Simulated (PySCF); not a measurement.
Bonding in 1,3-propanesultone

Compound: 1,3-propanesultone, C3H6O3S.
Numbering: `[O:1]=[S:2]1(=[O:3])[CH2:4][CH2:5][CH2:6][O:7]1` (hydrogens: H8, H9 on C4; H10, H11 on C5; H12, H13 on C6)

Cartesian coordinates in Å at the GFN2-xTB level; atoms count from 1:
```xyz
13
C3H6O3S angstrom
O      2.5075   -0.5606   -0.6872
S      1.3935   -0.5090    0.1971
O      1.6115   -0.8021    1.5781
C      0.4443    1.0519    0.0740
C     -0.9239    0.5926   -0.3897
C     -0.9994   -0.8909   -0.0015
O      0.2244   -1.4723   -0.3819
H      0.4419    1.4770    1.0722
H      0.9579    1.7015   -0.6240
H     -1.7354    1.1583    0.0666
H     -1.0031    0.6754   -1.4747
H     -1.1301   -1.0005    1.0820
H     -1.7935   -1.4207   -0.5287
```

Bond orders from the PBE0/pcSseg-1 density (PySCF). The structure is a single GFN2-xTB conformer in the gas phase; no vibrational or solvent corrections.

Q: How far do the computed orders between heavy atoms stray from the drawn ones?

A: The largest departure is 0.229, at S2–O3 (drawn double, 1.771). Drawn single, order below 0.88: C6–O7 (0.879).

Q: Give the Mayer order of every bond, beside its length.

A: 
```csv
bond,drawn as,length (Å),Mayer order
O1–S2,double,1.423,1.832
S2–O3,double,1.428,1.771
S2–C4,single,1.831,0.905
C4–C5,single,1.516,1.025
C5–C6,single,1.535,1.023
C6–O7,single,1.407,0.879
O7–S2,single,1.622,0.906
C4–H8,single,1.085,0.922
C4–H9,single,1.083,0.932
C5–H10,single,1.089,0.946
C5–H11,single,1.091,0.941
C6–H12,single,1.097,0.935
C6–H13,single,1.090,0.950
```

By pair of heavy elements: O–S: lowest O7–S2 (0.906, 1.622 Å), highest O1–S2 (1.832, 1.423 Å). C–C: all 2 within 0.02 of one another (1.023 to 1.025).

Q: Sum the orders of all bonds at each heavy atom with more than one neighbour and set the sums beside the valence in the SMILES.

A: S2 5.414 (drawn 6), C4 3.784 (drawn 4), C5 3.935 (drawn 4), C6 3.787 (drawn 4), O7 1.785 (drawn 2). Orders between atoms that aren't bonded are not in these sums.

Mayer orders depend on the basis set.
